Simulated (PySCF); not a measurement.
## From computed data to an observable: chemical shift, span and skew from a shielding tensor

SeClBr, SMILES Cl[Se]Br. Atoms are numbered in the order given.

```xyz
3

Se     0.7651    -0.5725     0.0000
Cl    -0.9190    -1.9544     0.0000
Br    -0.2969     1.5054     0.0000
```

The structure is a stationary point at B3LYP-D3(BJ)/def2-TZVP.

GIAO shieldings from KT2/pcSseg-2 (PySCF), non-relativistic, no solvent. The symmetric part of the tensor of Se1 has the principal values -950.6, -341.9, -82.0 ppm. The same nucleus in Me2Se has σ = 1704.9 ppm at this level (PySCF, at its B3LYP-D3(BJ)/def2-TZVP geometry). Without spin–orbit terms, shifts of atoms bonded to Cl or Br come out too high.

Work out the isotropic shielding, the ⁷⁷Se shift against Me2Se, the span and the skew.


σ(iso) = (σ11 + σ22 + σ33)/3 = -458.2 ppm. δ = σ(ref) − σ(iso) = 1704.9 − (-458.2) = 2163.1 ppm.
Span Ω = σ33 − σ11 = 868.6 ppm. Skew κ = 3(σ(iso) − σ22)/Ω = -0.40. Tumbling in solution averages the tensor to δ; in a static solid the shielding alone would spread this spin-1/2 line over Ω.
